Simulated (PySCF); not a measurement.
# FMoN, triplet: computed properties

These are results of PySCF, UPBE0, basis Mo def2-TZVP with ECP28, N def2-TZVP, F def2-TZVP (scalar-relativistic core potentials, no spin–orbit coupling, density fitting), not measurements.

The structure is a minimum.

```json
{
  "Point group": "Cs",
  "Bond lengths": "Mo–F 1.904 Å, Mo–N 1.617 Å",
  "Bond angles": "F–Mo–N 114.8°",
  "Lowest empty level (α)": "-3.35 eV",
  "Zero-point energy": "11.7 kJ/mol",
  "Entropy at 298.15 K and 1 bar (electronic part: spin only)": "288.0 J/(mol K)",
  "Dipole moment": "4.88 D",
  "Highest occupied level (α)": "-6.49 eV",
  "Spin squared ⟨S²⟩": "2.048",
  "Principal polarisabilities": "33.3, 46.9, 49.8 bohr³",
  "Enthalpy at 298.15 K above 0 K": "11.86 kJ/mol",
  "Principal quadrupole moments (Buckingham, traceless) about the centre of mass": "-8.87, 3.58, 5.29 D Å",
  "Atomisation energy without zero-point energy": "952 kJ/mol",
  "Rotational constants": "0.8304, 0.2203, 0.1741 cm⁻¹",
  "Rotational symmetry number": "1",
  "Heat capacity Cp at 298.15 K": "46.2 J/(mol K)"
}
```

Harmonic modes (masses in u: Mo 97.905, N 14.003, F 18.998):
| symmetry | ω (cm⁻¹) | IR (km/mol) | type |
| --- | --- | --- | --- |
| a' | 195 | 2.5 | bend |
| a' | 613 | 148 | stretch |
| a' | 1149 | 71.8 | stretch |

Charges (e):
| atom | Mulliken | Löwdin | polar tensor | spin (Mulliken) | Mayer order to Mo1 |
| --- | --- | --- | --- | --- | --- |
| Mo1 | 1.03 | 0.61 | 1.34 | 2.31 | – |
| N2 | -0.49 | -0.27 | -0.62 | -0.34 | 2.84 |
| F3 | -0.54 | -0.34 | -0.73 | 0.03 | 0.74 |

Mulliken populations on Mo1 (electrons outside its core potential): s 2.32, p 6.13, d 4.48, f 0.04.

Formally Mo is in oxidation state +4, d2, with 2 unpaired electrons (the high-spin count). The Mulliken spin on Mo is 2.31. The polar-tensor charge on Mo, 1.34, is far below the formal one.

This need not be the most stable arrangement of these atoms. Open d and f shells are described by one determinant, and the ground state may have another occupation or spin.

The final relaxation and frequency run took roughly 120 core-seconds on a shared host.
